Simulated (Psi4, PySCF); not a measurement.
The PySCF input:
```python
from pyscf import gto, scf, dft

mol = gto.M(
    atom='''
Si   -0.25781853    0.11561357    0.69927516
C     0.74714689    1.26727629   -0.47256628
H     0.92573921    2.24312512   -0.02482989
H     0.22513318    1.43369211   -1.41547096
H     1.72091760    0.83786826   -0.71036843
C    -0.40578857   -1.42035160   -0.45329187
H     0.57448304   -1.79226401   -0.75330936
H    -0.95623279   -1.18077588   -1.36366825
H    -0.92873070   -2.24178365    0.03294363
''',
    basis='6-31g*',
    verbose=4,
)

mf = dft.RKS(mol)
mf.xc = 'r2scan'
mf.grids.atom_grid = (99, 590)
mf.grids.prune = None
mf.kernel()
```

### Question
Convert this to an input for Psi4.

### Answer
This is not unique; one that fits is 
```
memory 2 GB

molecule {
0 1
  Si   -0.25781853    0.11561357    0.69927516
  C     0.74714689    1.26727629   -0.47256628
  H     0.92573921    2.24312512   -0.02482989
  H     0.22513318    1.43369211   -1.41547096
  H     1.72091760    0.83786826   -0.71036843
  C    -0.40578857   -1.42035160   -0.45329187
  H     0.57448304   -1.79226401   -0.75330936
  H    -0.95623279   -1.18077588   -1.36366825
  H    -0.92873070   -2.24178365    0.03294363
}

set basis 6-31g*
set scf_type pk
set puream true
set d_convergence 1e-8
set dft_radial_points 99
set dft_spherical_points 590

energy('r2scan')
print_variables()
```

Both were run: PySCF gave -369.154238 Eh and Psi4 -369.154222 Eh, 0.016 mEh apart.
